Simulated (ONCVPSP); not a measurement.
What the settings do to the ONCV potential of Ce (Z = 58)

Base potential:

cerium (Ce), optimised norm-conserving Vanderbilt (ONCV), made with ONCVPSP 4.0.1 (BLYP, scalar-relativistic). Core [Kr] 4d10, reference 5s2 5p6 5d2 6s2. Waves: 5s+6s: rc 2.55 bohr, ncon 4, nbas 7, qcut 4.5 1/bohr, 2 projectors; 5p: rc 2.75 bohr, ncon 4, nbas 8, qcut 5.8 1/bohr, 2 projectors, debl 1.4 Ha; 5d: rc 2.20 bohr, ncon 4, nbas 8, qcut 4.6 1/bohr, 2 projectors, debl 1.1 Ha; f scattering state at 0.38 Ha: rc 2.80 bohr, ncon 4, nbas 7, qcut 3.5 1/bohr, 1 projector. Local part: polynomial inside 1.60 bohr (lpopt 5, dvloc0 4 Ha). Core correction: Teter function, fcfact 4.5, rcfact 1.45.

In the f channel the program set the typed energies aside and used -0.412 Ha.

Cutoffs, loose and tight: the cutoffs (Ha) at which the residual kinetic energy of the hardest occupied pseudo-wave falls to 1 and 0.1 mHa per electron. They do not see the model core or the augmentation charge, which bear on the density cutoff. Test errors are all-electron minus pseudo excitation energies from the reference, over the configurations 4f1 5s2 5p6 5d1 6s2; 4f1 5s2 5p6 5d1 6s1; 4f1 5s2 5p6 5d1 6s0; 4f1 5s2 5p6 5d1 6s0 6p2. A dash means not determined; rows that change the core or the reference have their own tests.

For the base: The cutoffs count occupied waves only; projector 1 of the f channel, the hardest unoccupied one, needs 31 Ha at the loose tolerance.

| change | outcome | cutoff, loose | cutoff, tight | bound ghosts | GHOST(+) flags above zero | largest test error (meV) |
| --- | --- | --- | --- | --- | --- | --- |
| base | generated, projector energies reset by the program | 7.0 Ha | 9.0 Ha | none | s | +2196 |
| core correction Teter function, fcfact 4.5, rcfact 0.94 | generated, projector energies reset by the program | 7.0 Ha | 9.0 Ha | none | s | +2234 |
| core correction Teter function, fcfact 4.5, rcfact 1.12 | generated, projector energies reset by the program | 7.0 Ha | 9.0 Ha | none | s | +2229 |
| core correction Teter function, fcfact 4.5, rcfact 1.26 | generated, projector energies reset by the program | 7.0 Ha | 9.0 Ha | none | s | +2220 |
| core correction Teter function, fcfact 4.5, rcfact 1.4 | generated, projector energies reset by the program | 7.0 Ha | 9.0 Ha | none | s | +2201 |
| core correction Teter function, fcfact 4.5, rcfact 1.5 | generated, projector energies reset by the program | 7.0 Ha | 9.0 Ha | none | s | +2191 |
| core correction Teter function, fcfact 4.5, rcfact 1.64 | generated, projector energies reset by the program | 7.0 Ha | 9.0 Ha | none | s | +2174 |
| core correction Teter function, fcfact 4.5, rcfact 1.74 | generated, projector energies reset by the program | 7.0 Ha | 9.0 Ha | none | s | +2163 |
| core correction Teter function, fcfact 4.5, rcfact 1.88 | generated, projector energies reset by the program | 7.0 Ha | 9.0 Ha | none | s | +2150 |
| core correction Teter function, fcfact 4.5, rcfact 2 | generated, projector energies reset by the program | 7.0 Ha | 9.0 Ha | none | s | +2139 |

Reading the sweep of the rcfact (base included, trends over the rows without a ghost): The loose cutoff stays near 7.0 Ha. The median size of the test errors (rows with all tests solved) stays near 2181.0 meV.
